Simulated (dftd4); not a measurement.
C$_{4}$H$_{12}$GeO$_{4}$, charge -1, doublet, geometry from GFN2-xTB (a state made from the parent by changing its charge; the spin is typed, not shown lowest); dftd4 with D4 for tpss.

dftd4 was given this input:
```
$ dftd4 mol.xyz --func tpss --charge -1 --json dftd4.json --noedisp

# file mol.xyz
21

C     -2.06491729    -2.04078407    -1.10590485
O     -1.08205652    -1.23177189    -1.61789232
Ge     0.30825601    -0.26860871    -0.30348070
O     -0.32070817     1.56639447    -0.47072555
C     -1.64474074     1.80675814    -0.80174900
O     -0.57514970    -0.78576013     1.35270534
C     -0.13626100    -0.25482545     2.55516056
O      2.24319209     0.21997936     0.47474435
C      2.65288809     1.52843695     0.52704253
H     -3.06333309    -1.63712416    -1.35142985
H     -2.00283432    -2.12280622    -0.01656641
H     -1.99312077    -3.05776868    -1.53015893
H     -2.27284069     1.89487224     0.09667007
H     -2.05970046     1.01124424    -1.42612172
H     -1.70458808     2.75425887    -1.35983278
H      0.93320940    -0.02964032     2.53516187
H     -0.67315663     0.67221652     2.80368968
H     -0.32272937    -0.98769113     3.35574427
H      3.58943185     1.66677209    -0.04142307
H      1.90259872     2.21014971     0.11524923
H      2.83883521     1.83274756     1.57244996
```

Problem. Write the output that dftd4 gives for this input, abridged.

Solution. 
```
                    ____  _____ _____     ____  _  _
      -------------|  _ \|  ___|_   _|---|  _ \| || |------------
     |             | | | | |_    | | ___ | | | | || |_           |
     |             | |_| |  _|   | ||___|| |_| |__   _|          |
     |             |____/|_|     |_|     |____/   |_|            |
     |             ===================================           |
     |            E. Caldeweyher, S. Ehlert & S. Grimme          |
     |          Mulliken Center for Theoretical Chemistry        |
     |                    University of Bonn                     |
      -----------------------------------------------------------

Rational (Becke-Johnson) damping: tpss-D4-ATM
---------------------
  s6         1.0000
  s8         1.7660
  s9         1.0000
  a1         0.4282
  a2         4.5426
 alp        16.0000
--------------------

Dispersion energy:      -2.6125681337073E-02 Eh

[Info] JSON dump of results written to 'dftd4.json'
```
